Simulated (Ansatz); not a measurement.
Consider the substitution at a C–Cl bond: `ClC1(Br)C[SiH2]1` + H–F → `FC1(Br)C[SiH2]1` + HCl.

Gas-phase electronic energies from Ansatz, PBE0-D4/def2-TZVP geometries. CBS: MP2 limit from def2 TZ/QZ plus the TZ coupled-cluster correction, frozen cores. This one scheme is used for every species. For Br outer-core shells are correlated without core-valence functions, which leaves a few kJ/mol of doubt a bond. Scalar relativity is left out up to krypton.

```json
{"species": "`ClC1(Br)C[SiH2]1`", "MP2/CBS(def2) energy (Eh)": "-3400.54980"}
{"species": "H–F", "MP2/CBS(def2) energy (Eh)": "-100.38702"}
{"species": "`FC1(Br)C[SiH2]1`", "MP2/CBS(def2) energy (Eh)": "-3040.56697"}
{"species": "HCl", "MP2/CBS(def2) energy (Eh)": "-460.35267"}
```

(1) Work out ΔE.

Largest T1 diagnostic among the species: 0.011.

Results:

(1) ΔE = (-3040.56697) + (-460.35267) − (-3400.54980) − (-100.38702) = 0.01718 Eh = +45.1 kJ/mol. CCSD(T)/CBS gives +29.2 kJ/mol.

The D4 term adds +9.1 kJ/mol with B3LYP and +4.7 kJ/mol with PBE0; it sums over pairs of atoms, weighted by their polarisabilities, and B3LYP, whose exchange is more repulsive, gets the larger term. In def2-TZVPP, CCSD(T) changes the Hartree–Fock value by +19.6 kJ/mol (the triples alone add +3.2 kJ/mol) and MP2 by +35.5 kJ/mol.

B3LYP here is the variant with VWN-RPA as its local correlation; programs differ in this.
